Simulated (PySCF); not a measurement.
Delta-SCF ions had no search for a lower state. Excitations are Tamm–Dancoff values on a coarser integration grid. The basis has no diffuse functions, so Rydberg states are missing or too high.

## HBO, SMILES `B=O` (charge 0, multiplicity 1)

All values below come from PBE0-D4/def2-TZVP run with PySCF.

The HOMO comes out as -10.43 eV and the dipole moment comes out as 2.76 D. The LUMO comes out as 0.01 eV. The HOMO–LUMO gap comes out as 10.43 eV and the S1 excitation (TDA) is 8.04 eV. The S1 oscillator strength comes out as 0.000. The T1 excitation (TDA) is 6.77 eV and the S1–T1 gap (TDA) is 1.27 eV. The vertical ionisation energy (Delta-SCF) is 13.50 eV. The adiabatic ionisation energy (no zero-point term) comes out as 13.13 eV and the hole reorganisation energy (four-point) is 0.756 eV. The total energy is -100.6293 Ha and the cost is about 21 core-seconds (a rough figure).

Bonds (Å): B1–O2 1.198, B1–H3 1.173. Angles (°): O2–B1–H3 180.0.
